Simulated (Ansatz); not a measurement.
AlGaH4SSi, SMILES `[AlH]1[SiH2][GaH][S]1`. Total charge 0; spin multiplicity 1.

Cartesian coordinates in Å:
```
Al 1.300 -0.917 -0.473
Si -0.759 -0.609 0.799
Ga -0.506 1.516 -0.317
S 1.339 1.018 -1.503
H 2.431 -2.008 -0.673
H -0.745 -0.587 2.289
H -1.961 -1.371 0.352
H -1.098 2.956 -0.474
```

(1) List the harmonic frequencies (cm⁻¹, unscaled) at PBE0-D4/def2-TZVP in Ansatz. (Best estimate.)

(2) Is this a minimum?

(3) Give the ideal-gas thermochemistry at 298.15 K and 1 bar (rigid rotor, harmonic oscillator; point group C1, symmetry number 1).

(4) And at 400, 500, 600, 800 and 1000 K?

Answers

(1) Computed: 18, 206, 294, 320, 351, 397, 401, 422, 474, 530, 566, 594, 634, 905, 1925, 1968, 2190, 2204.

(2) Yes, all 18 modes are real.

(3) Zero-point energy 86.1 kJ/mol; H(298) − E = 107.9 kJ/mol; entropy 367.8 J/(mol·K), of which translation 172.2, rotation 118.1, vibration 77.5; G(298) − E = -1.7 kJ/mol. Modes under 100 cm⁻¹ are hindered rotations or soft bends, so the harmonic entropy is rough.

(4) 
```csv
T (K),H − E (kJ/mol),S (J/mol/K),G − E (kJ/mol)
400,120.3,403.3,-41.1
500,133.5,432.8,-82.9
600,147.6,458.4,-127.5
800,177.5,501.4,-223.6
1000,209.2,536.7,-327.5
```
